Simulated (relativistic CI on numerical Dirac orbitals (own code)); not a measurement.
# Mn4+ in a cubic cluster: 3s photoemission with charge transfer

Computed with a charge-transfer multiplet model of a cubic metal-ligand cluster with up to 2 ligand holes, Slater and spin-orbit integrals from Dirac-Coulomb-Breit ions, Slater integrals scaled by 0.8. The ground state mixes d3 with configurations of k ligand holes L, whose averages lie at kΔ + k(k − 1)U_dd/2; a core hole lowers each added d electron by U_cd. 20 K, Lorentzian 1.4 eV and Gaussian 0.8 eV FWHM.

Atomic integrals in eV (Slater integrals scaled, ζ unscaled), ground: F2dd 9.878, F4dd 6.215, zeta_d 0.050; with the core hole: F2dd 10.619, F4dd 6.712, zeta_d 0.058, G2cd 10.306.

Cluster parameters (eV): U_dd = 5.8, U_cd = 7.2, 10Dq = 1.75, 10Dq(ligand) = 0.2, V(eg) = 3.55, V(t2g) = -1.94, final-state hopping factor = 1.

```tsv
Case	n_d	d3	d4L	d5L2	S
Δ = -0.6 eV	3.93	0.26	0.55	0.19	1.50
Δ = 0.4 eV	3.87	0.30	0.54	0.16	1.50
Δ = 1.4 eV	3.80	0.34	0.52	0.14	1.50
```

Weights, n_d and S are thermal averages at 20 K. Binding energies count from the first peak over 30 % of the highest in each spectrum, which can be another peak from case to case. The parameters are a model scan and need not match a compound or its usual spin state. Peaks in eV (height, largest 100):
- Δ = -0.6 eV: 0.0 (100), 5.7 (26), 8.3 (28), 9.8 (41), 16.7 (8), 25.3 (6)
- Δ = 0.4 eV: 0.0 (100), 5.9 (26), 8.3 (30), 9.9 (37), 14.3 (6), 16.5 (8), 25.0 (6)
- Δ = 1.4 eV: 0.0 (100), 6.2 (27), 8.4 (32), 10.0 (34), 12.9 (8), 16.4 (8), 24.6 (6)

Curve for Δ = 1.4 eV (points under 2 left out, the grid thinned):

| E (eV) | Intensity |
| --- | --- |
| -3.5 | 4.9 |
| -2.8 | 7.4 |
| -2.2 | 11.5 |
| -1.5 | 22.6 |
| -0.8 | 53.5 |
| -0.1 | 98.1 |
| 0.5 | 81.3 |
| 1.2 | 36.3 |
| 1.9 | 17.2 |
| 2.6 | 10.5 |
| 3.2 | 8.3 |
| 3.9 | 7.9 |
| 4.6 | 10.4 |
| 5.2 | 16.7 |
| 5.9 | 26.1 |
| 6.6 | 24.9 |
| 7.3 | 22.4 |
| 7.9 | 28.1 |
| 8.6 | 31.8 |
| 9.3 | 29.6 |
| 10.0 | 34.0 |
| 10.6 | 25.7 |
| 11.3 | 13.2 |
| 12.0 | 8.4 |
| 12.6 | 7.8 |
| 13.3 | 7.5 |
| 14.0 | 6.3 |
| 14.7 | 6.7 |
| 15.3 | 7.3 |
| 16.0 | 7.7 |
| 16.7 | 7.5 |
| 17.4 | 4.6 |
| 18.0 | 2.9 |
| 18.7 | 2.1 |
| 19.4 | 2.2 |
| 20.0 | 2.4 |
| 20.7 | 2.4 |
| 21.4 | 2.2 |
| 22.1 | 2.3 |
| 22.7 | 2.8 |
| 23.4 | 4.0 |
| 24.1 | 5.1 |
| 24.8 | 5.5 |
| 25.4 | 3.9 |
| 26.1 | 2.0 |

For the case Δ = 1.4 eV, Δ = 1.4 eV is smaller than U_dd = 5.8 eV, the charge-transfer side of the Zaanen-Sawatzky-Allen scheme. With the core hole the configuration with one ligand hole lies at Δ − U_cd = -7.8, -6.8, -5.8 eV from the one without, in the order of the table; where this is negative the screened configuration lies lower, though the effective hopping of about 7.3 eV (from the holes of the mixed ground state) mixes the two strongly wherever it is as large as the gap.

With at most 2 ligand holes the space is cut while the next configuration still counts, so covalency is underestimated, and a final configuration with one more ligand hole, which can lie low, is missing from the spectra.

Without intra-shell correlation the exchange splitting of the 3s hole comes out too large.
